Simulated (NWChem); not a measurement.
System: THF (C$_{4}$H$_{8}$O); SMILES C1CCOC1

```xyz
13

C     -0.7497     0.9712    -0.2229
C      0.7091     1.0016     0.2216
C      1.1619    -0.4097    -0.1373
O      0.0255    -1.2369    -0.0007
C     -1.1435    -0.4570     0.1384
H     -1.3776     1.7266     0.2715
H     -0.8230     1.1311    -1.3110
H      1.3056     1.7815    -0.2735
H      0.7752     1.1661     1.3095
H      1.9672    -0.7834     0.5171
H      1.5374    -0.4504    -1.1790
H     -1.5142    -0.5117     1.1812
H     -1.9344    -0.8643    -0.5134
```
Atoms are numbered in this order, from 1.

All runs: NWChem. Pople sets run with spherical d functions. Structure relaxed at the PBE0/def2-SVP level. Not confirmed as a minimum by frequencies. Level: PBE0/6-31+G*; the question gives the wavelength of the field.

Q: What does the run give for field 589 nm? Quantities: isotropic polarisability (bohr³); anisotropy (bohr³).

A: 
```yaml
isotropic polarisability (bohr³): 49.2
anisotropy (bohr³): 7.8
```
